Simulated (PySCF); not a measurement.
PySCF 2.14 output of an unrestricted M06-L calculation on a single atom or ion in 6-31G* (5s4p2d1f, 34 functions), with no relativity, point nucleus:

```
SCF conv_tol = 1e-09
number electrons alpha = 14  beta = 12
    Y. Zhao and D. G. Truhlar.,  J. Chem. Phys. 125, 194101 (2006)
    Y. Zhao and D. G. Truhlar.,  J. Chem. Phys. 125, 194101 (2006)
    Y. Zhao and D. G. Truhlar.,  Theor. Chem. Acc. 120, 215 (2008)
cycle= 1 E= -1382.14164580671  delta_E= -0.000876  |g|= 0.0454  |ddm|= 0.0402
cycle= 2 E= -1382.14129135408  delta_E= 0.000354  |g|= 0.0598  |ddm|= 0.0403
cycle= 3 E= -1382.14212308116  delta_E= -0.000832  |g|= 0.000171  |ddm|= 0.023
cycle= 4 E= -1382.14212309712  delta_E= -1.6e-08  |g|= 1.04e-05  |ddm|= 0.000162
cycle= 5 E= -1382.14212309715  delta_E= -2.84e-11  |g|= 1.88e-07  |ddm|= 4.68e-06
converged SCF energy = -1382.14212309715  <S^2> = 2.00126  2S+1 = 3.0008399
```

The run itself started from symmetry-adapted Hartree-Fock orbitals and held the occupation by maximum overlap, on a logarithmic radial grid, so the iterations belong to that start.

Problem. Which element, charge and spin multiplicity is this?

Solution. Co⁺ (cobalt, charge +1), multiplicity 3; the state was [Ar] 3d8, high-spin 3F determinant.
